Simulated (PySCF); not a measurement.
Molecule: `C([BH2-][PH2+]B)#C`, C₂H₇B₂P.

Mapped SMILES: `[BH2:1][PH2+:2][BH2-:3][C:4]#[CH:5]`. Each H is labelled by its parent atom.

Geometry PBE0-D3(BJ)/def2-SVP throughout; GIAO in PySCF 2.14, gas phase, one conformer, non-relativistic; equivalent atoms averaged; basis pcSseg-2.

For orientation, CAM-B3LYP gives these absolute shieldings σ: B1 -8.4, B3 140.6, P2 393.0, C5 86.2, C4 81.2, H(B1) 22.31, H(P2) 26.74, H(C5) 29.41, H(B3) 29.16 ppm.

A run gave: B1 0.3, B3 129.6, P2 372.4, C5 83.0, C4 79.2, H(B1) 23.80, H(P2) 27.33, H(C5) 29.82, H(B3) 29.57 ppm (absolute shieldings σ).

Problem. Which functional was used in that run?
A. WP04
B. KT3
C. LC-wPBE
D. PBE

Solution. A. H(B1) tells them apart best: WP04 gives 23.80, PBE gives 21.94, KT3 gives 22.71, LC-wPBE gives 22.19 ppm.
